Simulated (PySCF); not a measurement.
**Working out the excitation energy of Ga**

Ga [Ar] 3d10 4s2 4p1 (2P) → Ga [Ar] 3d10 4s2 4d1 (2D). All numbers are calculated (PySCF 2.14, the spin-free X2C one-electron Hamiltonian (Gaussian nucleus), in aug-cc-pVDZ-DK (6s5p3d, 36 functions)). Frozen: [Ar] 3d10. Energies in hartree (1 hartree = 27.21139 eV):

```
            part    Ga (lower)    Ga (upper)
             UHF  -1942.084707  -1941.898118
CCSD correlation     -0.043501     -0.050908
             (T)     -0.000555     -0.002708
```

Task: What does Hartree-Fock give?

Result: (-1941.898118) − (-1942.084707) = 0.186589 hartree = 5.077 eV.

Task: What do CCSD and CCSD(T) give?

Result: The CCSD correlation energies differ by -0.007407 hartree = -0.202 eV and the triples by -0.002153 hartree = -0.059 eV, so CCSD gives 4.875 eV and CCSD(T) 4.816 eV.

Measured between the centres of the two terms (NIST): 4.245 eV, so CCSD(T) (valence) is off by 0.571 eV.

A double-zeta basis recovers only part of the correlation energy.

The coupled-cluster amplitudes are large, so a single reference is strained.

What remains against the reference includes basis incompleteness, the frozen core and higher excitations.
